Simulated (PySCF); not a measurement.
Sb: excitation energy

Sb [Kr] 4d10 5s2 5p3 (4S) → Sb [Kr] 4d10 5s2 5p2 5d1 (high-spin determinant), as a difference of total energies. All numbers are calculated (PySCF 2.14, a scalar-relativistic core potential, in aug-cc-pVTZ-PP with ECP28MDF (6s5p4d2f, 55 functions)). Correlated levels: valence: 4s2 4p6 4d10 frozen. The calculations carry no spin-orbit coupling.

```json
{"method": "UHF", "excitation energy (eV)": "7.400"}
{"method": "LDA", "excitation energy (eV)": "7.067"}
{"method": "PBE", "excitation energy (eV)": "6.920"}
{"method": "PBE0", "excitation energy (eV)": "7.147"}
{"method": "r2SCAN", "excitation energy (eV)": "7.354"}
{"method": "wB97M-V", "excitation energy (eV)": "7.388"}
{"method": "M06-L", "excitation energy (eV)": "6.993"}
{"method": "HSE06", "excitation energy (eV)": "7.095"}
{"method": "PBEsol", "excitation energy (eV)": "6.999"}
{"method": "MP2 (valence)", "excitation energy (eV)": "7.457"}
{"method": "SCS-MP2 (valence)", "excitation energy (eV)": "7.427"}
```

Task: How much does correlation contribute at MP2 (valence)?

Result: 7.457 − (7.400) = 0.057 eV, measured against UHF.

The promoted electron is Rydberg-like, and one or two diffuse shells describe it only roughly, which tends to raise the upper state.

The determinant of the upper state mixes LS terms, which raises its energy above the lowest term, most at the Hartree-Fock and MP2 levels.
